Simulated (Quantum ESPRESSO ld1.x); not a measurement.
Values are calculated unless marked as measured or tabulated.
Task: The mean radii <r> (bohr) of the occupied orbitals of an atom or ion are listed with their occupations. Level of theory: scalar-relativistic Kohn-Sham, LDA (Slater exchange, Perdew-Zunger correlation), spin-polarised, spherical densities, point nucleus (ld1.x of Quantum ESPRESSO 7.5).

| orbital | occ. | <r> |
|---|---|---|
| 1s up | 1 | 0.03613 |
| 1s down | 1 | 0.03613 |
| 2s up | 1 | 0.1582 |
| 2s down | 1 | 0.1582 |
| 2p up | 3 | 0.1378 |
| 2p down | 3 | 0.1378 |
| 3s up | 1 | 0.4441 |
| 3s down | 1 | 0.4441 |
| 3p up | 3 | 0.4465 |
| 3p down | 3 | 0.4464 |
| 3d up | 5 | 0.4334 |
| 3d down | 5 | 0.4332 |
| 4s up | 1 | 1.161 |
| 4s down | 1 | 1.154 |
| 4p up | 3 | 1.307 |
| 4p down | 3 | 1.297 |
| 5s up | 1 | 3.584 |
| 4d up | 4 | 2.188 |

Name the element and its charge. Open shells, if any, are filled with parallel spins first.

Result: Z = 41, niobium, charge 0: Nb in [Kr] 4d4 5s1. The 1s radius gives Z: for a bare nucleus <r> = (2 gamma + 1)/(2Z) with gamma = sqrt(1 - (Z/c)^2), 0.03547 bohr for Z = 41, and screening makes it slightly larger (0.03613 here). The occupations add up to 41, and the charge is Z minus that.
